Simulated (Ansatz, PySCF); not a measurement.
Reaction (SMILES): F[Si](F)(F)[Si](F)(F)F + 6 [SiH4] (SiH4) -> 6 F[SiH3] [fluorosilane] + [SiH3][SiH3]
Each molecule is optimised on its own at B3LYP-D3(BJ)/def2-TZVP (Ansatz, a program for electronic structure), one conformer each, not searched for the lowest. Frequencies are from Ansatz or PySCF.

Wanted: bond separation energy (0 K, with B3LYP-D3(BJ) harmonic zero-point energies), in kcal/mol. Cores are frozen in the correlated levels unless marked. No spin-orbit coupling. Non-relativistic. Basis-set limits of correlation are two-point, X^-3; Hartree-Fock from the larger set. The bracket is a focal-point correction in the basis named.

```
level                                                                 program  bond separation energy (kcal/mol)  minus last row
-------------------------------------------------------------  --------------  ---------------------------------  --------------
HF/cc-pwCVTZ                                                           Ansatz                               21.8            -1.5
PBE-D4/def2-TZVPD                                              Ansatz + dftd4                               26.6             3.3
B3LYP/def2-TZVPD                                                       Ansatz                               22.3            -1.0
PBE0/6-31G*                                                            Ansatz                               37.0            13.7
BHLYP-D4/def2-TZVPD                                            Ansatz + dftd4                               23.9             0.6
r2SCANh-D4/def2-TZVPD                                          Ansatz + dftd4                               26.8             3.5
r2SCAN0-D4/def2-TZVPD                                          Ansatz + dftd4                               26.3             3.0
HSE06/def2-TZVPD                                                       Ansatz                               24.3             1.0
LC-wPBE-D4/def2-TZVPD                                          Ansatz + dftd4                               25.6             2.3
LC-wPBE/def2-TZVPD                                                     Ansatz                               23.8             0.5
wB97M-V/def2-TZVPD                                                     Ansatz                               24.7             1.4
B2PLYP-D4/def2-TZVPD                                           Ansatz + dftd4                               23.7             0.4
MP2/6-31G*                                                             Ansatz                               33.1             9.8
MP2/aug-cc-pV(D+d)Z                                                    Ansatz                               19.7            -3.6
MP2/cc-pVTZ                                                            Ansatz                               24.1             0.8
CCSD/cc-pwCVTZ                                                         Ansatz                               26.4             3.1
CCSD(T)/STO-3G                                                         Ansatz                               21.6            -1.7
CCSD(T)/6-31G*                                                         Ansatz                               36.2            12.9
CCSD(T)/aug-cc-pV(D+d)Z                                                Ansatz                               22.1            -1.2
RI-MP2/CBS(cc-pV(T+d)Z,cc-pV(Q+d)Z)+[CCSD(T)-MP2]/cc-pV(D+d)Z          Ansatz                               21.9            -1.4
RI-MP2/CBS(cc-pV(T+d)Z,cc-pV(Q+d)Z)+[CCSD(T)-MP2]/cc-pV(T+d)Z          Ansatz                               23.3             0.0
```
